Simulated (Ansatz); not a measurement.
Be5Se5 (the lowest singlet isomer of a short search) was relaxed with PBE-D4 (def2-SVP) in Ansatz in these states: neutral quintet, neutral singlet, neutral triplet. The geometries follow in no particular order.

A:

```xyz
10

Be   -1.805    1.377    0.144
Be    1.092    0.656    1.014
Be   -0.381    0.259   -1.475
Be   -0.321   -1.200    1.053
Be    1.465   -1.125   -0.473
Se   -0.500   -1.915   -1.001
Se   -0.952    0.765    1.939
Se    1.692    0.965   -1.061
Se   -2.071    1.538   -1.819
Se    1.781   -1.321    1.677
```

B:

```xyz
10

Be   -1.173    0.411   -1.451
Be    1.244    0.859   -0.258
Be   -0.088   -1.395   -0.536
Be   -0.641    1.010    0.888
Be    0.906   -0.684    1.343
Se   -1.347   -1.037    1.357
Se   -0.386    2.240   -0.998
Se    2.033   -1.200   -0.473
Se   -1.750   -1.522   -1.871
Se    1.202    1.318    1.999
```

C:

| atom | x (Å) | y (Å) | z (Å) |
| --- | --- | --- | --- |
| Be1 | -1.889 | -0.523 | -0.027 |
| Be2 | 0.527 | -1.167 | -0.539 |
| Be3 | -0.363 | 0.765 | 0.961 |
| Be4 | -0.613 | 0.451 | -1.485 |
| Be5 | 1.766 | 0.608 | 0.328 |
| Se6 | 0.882 | 2.511 | 0.641 |
| Se7 | -1.255 | -1.756 | -1.614 |
| Se8 | 1.252 | -1.134 | 1.510 |
| Se9 | -1.864 | -0.216 | 2.087 |
| Se10 | 1.556 | 0.460 | -1.863 |

Task: Judge from the bond lengths which geometry belongs to which state (an estimate).

Result: A is the neutral singlet (Be4–Se6 2.182 Å, Be3–Se8 2.229 Å, Be5–Se6 2.183 Å); B is the neutral triplet (Be4–Se6 2.215 Å, Be3–Se8 2.130 Å, Be5–Se6 2.281 Å); C is the neutral quintet (Be4–Se6 3.317 Å, Be3–Se8 2.553 Å, Be5–Se6 2.122 Å).

At PBE0-D4/def2-TZVP a singlet lies 2.20 eV below the neutral triplet. At PBE0-D4/def2-TZVP a singlet lies 4.91 eV below the neutral quintet. These are the stationary points nearest to one start from a short search; other shapes may lie lower in each state.
